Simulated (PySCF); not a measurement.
Spectra and structures to be paired. Method: TDDFT B3LYP/def2-SVPD, vertical, gas phase, core orbitals frozen in the response, def2 core potentials past Kr in PySCF. Geometries: PBE0-D3(BJ)/def2-SVP; one conformer of each isolated species. Triplets are in the Tamm–Dancoff approximation. Atoms past krypton carry core potentials; spin–orbit coupling is left out. Ions are computed without counter-ions or solvent.

A. `[N]#[Ru-]([Br])([Br])([Br])[Br]`
B. `C[C@H](CF)C(F)F`
C. `CC[Si](I)(I)I`

Lowest singlet levels (six at most, fewer where fewer were computed) with oscillator strengths:

1. 518 nm (f 0.000); 511 nm (f 0.000); 502 nm (f 0.000); 500 nm (f 0.000); 488 nm (f 0.001 summed over 2 states); 403 nm (f 0.000); T1 2.07 eV
2. 300 nm (f 0.000); 277 nm (f 0.063 summed over 2 states); 263 nm (f 0.012); 253 nm (f 0.026 summed over 2 states); 220 nm (f 0.026); 218 nm (f 0.025); T1 3.85 eV
3. 144 nm (f 0.016); 139 nm (f 0.015); 138 nm (f 0.012); 135 nm (f 0.001); 133 nm (f 0.005); 132 nm (f 0.005)

Question: Match each spectrum to its molecule.

Answer: 1 = A, 2 = C, 3 = B.
- A: S1 at 2.39 eV, HOMO-1→LUMO (97%); for S1 the Löwdin share of ruthenium is 41% in HOMO-1 and 44% in LUMO; HOMO -3.05 and LUMO 0.34 eV; point group C4v, 6 of its 7 listed states under f = 0.0005.
- B: S1 at 8.63 eV, HOMO→LUMO (96%); Löwdin shares by element: HOMO carbon 33% or more, fluorine 30% or more (atoms not listed hold the other 38%); LUMO carbon 34% or more, hydrogen 20% or more (atoms not listed hold the other 46%); HOMO -9.18 and LUMO 0.35 eV.
- C: S1 at 4.14 eV, HOMO→LUMO (100%); Löwdin shares by element: HOMO iodine 100%; LUMO iodine 71%, silicon 24%; HOMO -7.21 and LUMO -2.17 eV.
